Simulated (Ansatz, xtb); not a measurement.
# C5H8F2S: which of two isomers lies lower

We compare a, `CCC(=S)CC(F)F`, a singlet, with b, `FC[C@@H]1SCC[C@@H]1F`, a singlet. Both are isolated molecules in the gas phase, relaxed with r2SCAN-D4/def2-SVP; each stands in its lowest conformer found.

Quicker runs give these differences E(b) − E(a): GFN2-xTB −14.2 kcal/mol; HF/STO-3G −39.0 kcal/mol (at GFN2-xTB geometries); r2SCAN-D4/def2-SVP//GFN2-xTB −4.8 kcal/mol.

**Question.** Estimate E(b) − E(a) at the level CCSD(T)/def2-SVP + ΔMP2/def2-TZVPP.

**Answer.** Calculated at CCSD(T)/def2-SVP + ΔMP2/def2-TZVPP: E(b) − E(a) = −6.9 kcal/mol, so structure b lies lower.

The same difference at several levels:

```json
{"level": "GFN2-xTB", "geometry": "GFN2-xTB", "E(b) − E(a) (kcal/mol)": "−14.2", "departure from the last row (kcal/mol)": "−7.2", "job, with rough time for the two": "optimisation, 0.19 s"}
{"level": "HF/STO-3G", "geometry": "GFN2-xTB", "E(b) − E(a) (kcal/mol)": "−39.0", "departure from the last row (kcal/mol)": "−32.1", "job, with rough time for the two": "single point, 0.52 s"}
{"level": "r2SCAN-D4/def2-SVP//GFN2-xTB", "geometry": "GFN2-xTB", "E(b) − E(a) (kcal/mol)": "−4.8", "departure from the last row (kcal/mol)": "+2.1", "job, with rough time for the two": "single point, 4.9 s"}
{"level": "r2SCAN-D4/def2-SVP", "geometry": "r2SCAN-D4/def2-SVP", "E(b) − E(a) (kcal/mol)": "−5.2", "departure from the last row (kcal/mol)": "+1.7", "job, with rough time for the two": "optimisation, 46 s"}
{"level": "HF/def2-SVP", "geometry": "r2SCAN-D4/def2-SVP", "E(b) − E(a) (kcal/mol)": "−4.1", "departure from the last row (kcal/mol)": "+2.8", "job, with rough time for the two": "part of the CCSD(T) run"}
{"level": "MP2/def2-SVP", "geometry": "r2SCAN-D4/def2-SVP", "E(b) − E(a) (kcal/mol)": "−3.5", "departure from the last row (kcal/mol)": "+3.4", "job, with rough time for the two": "part of the CCSD(T) run"}
{"level": "CCSD(T)/def2-SVP", "geometry": "r2SCAN-D4/def2-SVP", "E(b) − E(a) (kcal/mol)": "−2.9", "departure from the last row (kcal/mol)": "+4.0", "job, with rough time for the two": "single point"}
{"level": "CCSD(T)/def2-SVP + ΔMP2/def2-TZVPP", "geometry": "r2SCAN-D4/def2-SVP", "E(b) − E(a) (kcal/mol)": "−6.9", "departure from the last row (kcal/mol)": "", "job, with rough time for the two": "single point, 2.5 min"}
```

As drawn, b has 2 C–S in place of 1 C=S. Structure a has no ring, b a 5-membered ring.

The levels shown agree on the order. The largest departure from CCSD(T)/def2-SVP + ΔMP2/def2-TZVPP is that of HF/STO-3G, 32.1 kcal/mol. The last row adds to CCSD(T) the change of the MP2 difference between the two basis sets, here −4.0 kcal/mol, a large step that makes the value less sure.

With thermal terms from frequencies at re-optimised GFN2-xTB minima (ideal gas, soft modes damped towards free rotors, one conformer each, 298.15 K, 1 atm): on the last row, ΔE + ΔZPE = −5.8, ΔH = −6.6, ΔG = −4.5 kcal/mol.

The correlated steps freeze 12 core orbitals. Mirror images aren't counted in ΔG. Codes used: Ansatz 0.2.0, xtb 6.7.1; the last row on 4 threads of Arm Neoverse V1 on a shared host.
